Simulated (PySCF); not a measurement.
Species: C4H8BF.
SMILES: `BCC/C=C\F`

Torsions of this conformer, `[BH2:1][CH2:2][CH2:3]/[CH:4]=[CH:5]\[F:6]`: B1–C2–C3–C4 -177°, C2–C3–C4–C5 -116°.

The closed-shell ground state was solved at several levels (PySCF, density fitting, gas phase, non-relativistic). One conformer (not necessarily the lowest) at the GFN2-xTB geometry, without solvent, vibrations or thermal averaging.

```
         level  basis functions  total energy (Eh)  HOMO (eV)  LUMO (eV)  gap (eV)  dipole (D)
   B3LYP/pcJ-1              242          -281.9004      -7.01      -1.66      5.35        1.60
PBE0/def2-SVPD              187          -281.3566      -7.32      -1.43      5.89        1.60
```

**Question.** Estimate the row for PBE0/pcSseg-1, a basis of 142 functions; the other rows only guide the guess.

**Answer.** Total energy -281.5188 Eh, HOMO -7.25 eV, LUMO -1.41 eV, gap 5.84 eV, dipole 1.58 D.

**Question.** Over all these levels, which gives the widest orbital gap and which the narrowest?

**Answer.** PBE0/def2-SVPD (global hybrid, 25 % exact exchange) has the widest, 5.89 eV, and B3LYP/pcJ-1 (global hybrid, 20 % exact exchange) the narrowest, 5.35 eV. Functional and basis both differ between the two, so the spread mixes both effects.

**Question.** How far do the dipole and the HOMO energy spread over the levels?

**Answer.** The dipole runs from 1.58 to 1.60 D (mean 1.59 D) and the HOMO from -7.32 to -7.01 eV.
